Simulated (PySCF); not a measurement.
Run record for `C(F)(F)(CCPCO)F`: PBE0/3-21G, full TDDFT, 6 singlets.

Method: TDDFT PBE0/3-21G, vertical, gas phase, core orbitals frozen in the response (PySCF 2.14.0, density-fitted response routines). Geometry: GFN2-xTB. The command runs a driver script over a list of jobs; the input below is this job's line of settings and its coordinates in Å.

Command:
```bash
OMP_NUM_THREADS=1 python probes_run.py task.json out
```

Input:
```
{"job": {"kind": "uv", "xc": "PBE0", "basis": "3-21G", "nstates": 6, "ntriplets": 0, "tda": false}, "charge": 0, "multiplicity": 1}
O     -2.909902     0.958305     0.438851
C     -2.596634    -0.347529     0.031598
P     -1.149712    -0.329604    -1.164030
C      0.154505     0.143453     0.085611
C      1.550405     0.096309    -0.529772
C      2.596329     0.532668     0.476408
F      2.606859    -0.242920     1.572087
F      2.406214     1.789697     0.902191
F      3.838383     0.486852    -0.032306
H     -3.232566     1.461412    -0.317842
H     -3.453153    -0.839437    -0.450356
H     -2.337826    -0.897927     0.940360
H     -0.927553    -1.710527    -1.090092
H      0.098360    -0.516959     0.955081
H     -0.074200     1.161625     0.415050
H      1.803119    -0.916683    -0.851187
H      1.620375     0.763131    -1.391563
```

What does the run print?

```
coarse grid: 15272 points
cycle   1  E = -867.7172032070  dE =  8.653e-01  |g| = 1.003e+00  |ddm| = 3.938e+00
cycle   2  E = -867.5748790733  dE =  1.423e-01  |g| = 1.409e+00  |ddm| = 1.942e+00
cycle   3  E = -867.9127714825  dE = -3.379e-01  |g| = 4.148e-02  |ddm| = 1.143e+00
cycle   4  E = -867.9130117250  dE = -2.402e-04  |g| = 3.023e-02  |ddm| = 7.981e-02
cycle   5  E = -867.9132293330  dE = -2.176e-04  |g| = 3.013e-03  |ddm| = 3.660e-02
cycle   6  E = -867.9132313245  dE = -1.991e-06  |g| = 1.262e-03  |ddm| = 4.819e-03
final grid: 145760 points
cycle   7  E = -868.0166838467  dE = -4.551e-05  |g| = 9.189e-03  |ddm| = 2.348e-02
cycle   8  E = -868.0166737627  dE =  1.008e-05  |g| = 1.181e-02  |ddm| = 1.946e-02
cycle   9  E = -868.0167020401  dE = -2.828e-05  |g| = 4.117e-04  |ddm| = 1.108e-02
cycle  10  E = -868.0167020708  dE = -3.063e-08  |g| = 1.880e-04  |ddm| = 5.302e-04
cycle  11  E = -868.0167020777  dE = -6.901e-09  |g| = 3.132e-05  |ddm| = 2.076e-04
cycle  12  E = -868.0167020779  dE = -2.767e-10  |g| = 8.060e-06  |ddm| = 6.085e-05
converged SCF energy = -868.0167020779

Static polarisability (au): isotropic 61.691, principal 52.587 58.200 74.286

Singlet excitations
state   eV       nm        f      main configurations
  1   6.9060    179.5   0.03661   H->L 0.50, H->L+1 0.34, H-1->L 0.10
  2   7.2058    172.1   0.13182   H->L+1 0.60, H->L 0.25, H-1->L 0.12
  3   7.3268    169.2   0.06823   H-1->L 0.76, H->L 0.20
  4   7.8768    157.4   0.09128   H-1->L+1 0.91
  5   8.6579    143.2   0.02121   H->L+2 0.76, H-1->L+2 0.17
  6   8.8413    140.2   0.01673   H-2->L 0.96
```

The SCF starts on a coarse grid where the log names one; the energy can jump when the final grid takes over, and dE then counts from the start density on the new grid. H and L stand for HOMO and LUMO; the number after each pair is its weight.

Give S1 in cm⁻¹ and kJ/mol.

6.9060 eV × 8065.54 = 55701 cm⁻¹; × 96.485 = 666.3 kJ/mol.

Which computed singlet has the largest oscillator strength, and what do all of them sum to?

State 2 at 7.21 eV (172 nm), f = 0.132; the 6 states sum to 0.366.

In short: SCF converged in 12 cycles with 101 basis and 880 fitting functions; HOMO -6.99 eV, LUMO 1.11 eV; lowest singlet 6.91 eV; mean polarisability 61.7 au.

Hardware: one thread of an Intel Xeon Platinum 8259CL at 2.50 GHz, no GPU, shared host with 96 logical CPUs at a one-minute load of 22. Cost: 16 s, 0.57 GiB resident at most.

One conformer stands for the species.
